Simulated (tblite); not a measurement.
Compound: C5H9FO.
SMILES with atom numbers: `[CH3:1]/[CH:2]=[C:3](/[CH2:4][F:5])[O:6][CH3:7]` (hydrogens: H8, H9, H10 on C1; H11 on C2; H12, H13 on C4; H14, H15, H16 on C7)

Computed with GFN2-xTB (tblite), gas phase: nudged elastic band of 9 images (0 to 8), spring 0.2 eV/Å², climbing image at the end, force threshold 0.05 eV/Å. The top image wasn't refined or checked by frequencies; at this threshold it can lie a kcal/mol or more above the true saddle point of the method.

The band describes a rotation about C4–C3 (sp3 C–F carbon, vinylic carbon bearing oxygen), followed by the dihedral F5–C4–C3–O6, from the optimised start (77°) to a second optimised geometry at -176°.

**Question.** Give the energy profile along the converged band.

**Answer.** 
```
image  dihedral (°)  E (kcal/mol)  C4–C3 (Å)  F5···O6 (Å)  largest true force (eV/Å)
    0            77          0.00      1.506         3.10                       0.01
    1            90          0.24      1.507         3.21                       0.05
    2           103          0.76      1.508         3.32                       0.05
    3           117          1.19      1.510         3.42                       0.04
    4           130          1.32      1.511         3.50                       0.03
    5           144          1.15      1.512         3.57                       0.03
    6           157          0.77      1.511         3.61                       0.04
    7           170          0.36      1.511         3.63                       0.05
    8          -176          0.05      1.511         3.63                       0.01
```

Barriers of this band. The top is image 4 at 130°: 1.32 kcal/mol forward and 1.27 kcal/mol back; the end lies 0.05 kcal/mol above the start. The central bond is 0.005 Å longer at the top than at the start.

**Question.** What rate follows at 298 K for crossing this barrier forward?

**Answer.** Taking the electronic barrier for the free energy of activation (no zero-point or entropy terms, transmission 1), rate = (kT/h)·exp(−ΔE/kT) ≈ 7 × 10^11 s⁻¹, whose inverse is 2 × 10^-12 s. An error of 1 kcal/mol in the barrier changes this by a factor of 5, and the method and the loose band can each miss by that much or more. The barrier is only 2.2 kT, where transition-state theory is rough.

**Question.** How long is the path, and how are the images spaced?

**Answer.** Cartesian distances between aligned neighbours (all atoms, Å): 0.43, 0.43, 0.43, 0.43, 0.43, 0.43, 0.43, 0.51; the sum is 3.53 Å, and the top lies 49 % of the way along.

The cost below is that of the whole band run. The run took 1.5 s of wall time on one thread, AMD EPYC 9R45 (x86_64), no GPU, shared host, and the process peaked at 0.19 GiB of memory.
